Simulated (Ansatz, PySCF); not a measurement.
Gas-phase reaction in SMILES: CS (CH4S) → [CH2-]S + H+
Structures are relaxed separately at B3LYP-D3(BJ)/def2-TZVP in Ansatz (a first-principles code), one conformer each, not searched for the lowest.

Property: gas-phase deprotonation energy (0 K, with B3LYP-D3(BJ) harmonic zero-point energies from PySCF), in kcal/mol. Correlated levels leave the core frozen unless marked. Spin-orbit coupling is left out. Non-relativistic. Anions need diffuse functions: aug- sets have them; def2-D sets add few; the other sets have none. CBS marks a two-point X^-3 extrapolation of the correlation energy; Hartree-Fock from the larger set. [CCSD(T)-MP2]/basis is that difference in the basis named.

```tsv
level	program	gas-phase deprotonation energy (kcal/mol)
PBE0/def2-SVP	Ansatz	406.1
r2SCAN0-D4/def2-TZVPD	Ansatz + dftd4	(withheld)
CCSD/cc-pwCVTZ	Ansatz	403.4
RI-MP2/CBS(aug-cc-pV(T+d)Z,aug-cc-pV(Q+d)Z)+[CCSD(T)-MP2]/aug-cc-pV(T+d)Z	Ansatz	(withheld)
```

Q: What belongs in the gaps?

A: 
- r2SCAN0-D4/def2-TZVPD, gas-phase deprotonation energy (kcal/mol): 394.8
- RI-MP2/CBS(aug-cc-pV(T+d)Z,aug-cc-pV(Q+d)Z)+[CCSD(T)-MP2]/aug-cc-pV(T+d)Z, gas-phase deprotonation energy (kcal/mol): 393.4
